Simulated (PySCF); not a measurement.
Two species compared at the same levels of theory.

First species: C6H8N2.
Structure used (GFN2-xTB), in Å, numbered top down from 1:
```xyz
16
C6H8N2 angstrom
C      2.5869    0.2394   -0.1233
N      1.4568   -0.3544   -0.7862
C      0.1709   -0.2432   -0.3532
C     -0.2332    0.6870    0.6176
C     -1.5702    0.7497    0.9459
C     -2.4713   -0.1017    0.3169
C     -1.9715   -0.9860   -0.6220
N     -0.6951   -1.0655   -0.9517
H      2.6955   -0.1113    0.9103
H      3.4905   -0.0128   -0.6729
H      2.4876    1.3268   -0.1112
H      1.6200   -1.1561   -1.3741
H      0.4839    1.3354    1.0940
H     -1.9129    1.4558    1.6896
H     -3.5233   -0.0768    0.5517
H     -2.6221   -1.6774   -1.1428
```

Second species: C₃H₆F₂Si.
Atom-mapped SMILES: `[F:1][CH2:2][C@@H:3]1[CH2:4][Si@H:5]1[F:6]` (hydrogens: H7, H8 on C2; H9 on C3; H10, H11 on C4; H12 on Si5)

Levels: PBE0/pcSseg-1 for dipole moment, HOMO energy, LUMO energy and HOMO–LUMO gap; GFN2-xTB for rotational constant A and rotational constant C. Geometries: GFN2-xTB. Each structure is a single optimised conformer of the isolated species, non-relativistic unless stated. Electronic properties by PySCF.

The conformers computed, where there is a choice (atom-mapped SMILES and torsion angles):
- `[CH3:1][NH:2][c:3]1[cH:4][cH:5][cH:6][cH:7][n:8]1`: C1–N2–C3–C4 14°
- `[F:1][CH2:2][C@@H:3]1[CH2:4][Si@H:5]1[F:6]`: F1–C2–C3–C4 61°

Task: Which has the higher rotational constant C?

Result: The second: 1.571 GHz against 1.226 GHz, a difference of 0.345 GHz.

Task: Which of the two has the higher HOMO energy, and by how much?

Result: The first: -5.96 eV against -7.19 eV, a difference of 1.23 eV.

Task: Which of the two has the higher LUMO energy, and by how much?

Result: The second: 0.67 eV against -0.39 eV, a difference of 1.06 eV.

Task: Which of the two has the higher dipole moment, and by how much?

Result: The first: 2.04 D against 1.30 D, a difference of 0.74 D.

Task: Which of the two has the higher rotational constant A, and by how much?

Result: The second: 6.061 GHz against 5.186 GHz, a difference of 0.875 GHz.

Task: Which of the two has the higher HOMO–LUMO gap, and by how much?

Result: The second: 7.86 eV against 5.57 eV, a difference of 2.29 eV.

On the first: A dipole of 2.04 D is allowed in C1, and pure rotational transitions are dipole-allowed. The dipole matches unit charges of opposite sign 0.43 Å apart (1 e·Å = 4.8032 D).

On the second: The dipole equals about 4.3 × 10⁻³⁰ C·m (1 D = 3.33564 × 10⁻³⁰ C·m).
